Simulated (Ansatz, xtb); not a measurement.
Ranking isomers of GeH6Si2+

6 gas-phase structures of GeH6Si2+, found in a search over its isomers (lower ones may exist). Each was relaxed with GFN2-xTB; where two conformers were screened, the lower at r2SCAN-D4/def2-SVP is listed:

A. the doublet with the links of `[SiH3][SiH+][GeH2]`
B. the doublet with the links of `[SiH2+][SiH2][GeH2]`
C. a doublet given by its coordinates
D. the doublet with the links of `[SiH2+][SiH][GeH3]`
E. the doublet with the links of `[SiH2][GeH2][SiH2+]`
F. the doublet with the links of `[SiH2+][GeH][SiH3]`

C (Å):

```csv
atom,x (Å),y (Å),z (Å)
Ge,1.5092,1.6965,0.4544
Si,-0.8769,-0.6827,-0.2833
Si,1.5720,-0.7148,-0.3566
H,0.9394,2.1058,-1.0023
H,2.3432,-1.5528,0.5805
H,-1.3449,-0.6846,-1.6667
H,-1.2109,0.5721,0.4268
H,-1.2796,-1.8674,0.4721
H,2.2457,-0.8789,-1.6553
```

Close contacts (Å): Ge1–Si3 2.54, Si2–Si3 2.45, Ge1–H4 1.62, Si2–H6 1.46, Si2–H7 1.48, Si2–H8 1.46, Si3–H5 1.47, Si3–H9 1.47.

**Question.** Make a reasoned guess at their ranking by r2SCAN-D4/def2-SVP single-point energy.

**Answer.** Calculated order at r2SCAN-D4/def2-SVP: F (0.0), D (0.9), A (4.9), B (7.5), C (8.2), E (13.9) kcal/mol. Less than 1 kcal/mol parts F and D; B and C, so the order within those pairs means little.

Energies above the lowest of each column, in kcal/mol; the last columns are at PBE0-D3(BJ)/def2-SVP geometries and were run for some of them only (a dash: not run or not comparable):

| structure | GFN2-xTB | HF/STO-3G | r2SCAN-D4/def2-SVP | PBE0-D3(BJ)/def2-SVP | CCSD(T)/def2-SVP + ΔMP2/def2-TZVPP |
| --- | --- | --- | --- | --- | --- |
| F | 0.0 | 8.1 | 0.0 | 0.0 | 0.0 |
| D | 17.5 | 0.0 | 0.9 | 8.0 | 9.5 |
| A | 18.4 | 4.2 | 4.9 | 2.6 | 3.9 |
| B | 21.7 | 15.9 | 7.5 | 2.6 | 4.6 |
| C | 8.9 | 29.6 | 8.2 | – | – |
| E | 14.3 | 20.4 | 13.9 | – | – |

CCSD(T)/def2-SVP + ΔMP2/def2-TZVPP puts F lowest of those it was run on; HF/STO-3G picks D. CCSD(T)/def2-SVP + ΔMP2/def2-TZVPP orders those it was run on as F (0.0), A (3.9), B (4.6), D (9.5) kcal/mol. Less than 1 kcal/mol parts A and B, so the order within that pair means little. Some further structures that were screened fall inside this span and aren't listed. Flexible structures stand in one conformer each, not always the lowest. Frequencies (PBE0-D3(BJ)/def2-SVP) were run for A, B, D, F alone. Open shells are spin-unrestricted. ΔMP2 is the change of the MP2 energy from the smaller to the larger basis.

Over these structures GFN2-xTB departs from r2SCAN-D4/def2-SVP by 7.2 kcal/mol on average once a common shift is removed. A GFN2-xTB relaxation took about 0.19 s and the r2SCAN-D4/def2-SVP energy about 3.6 s on a shared host (Ansatz 0.2.0, xtb 6.7.1).
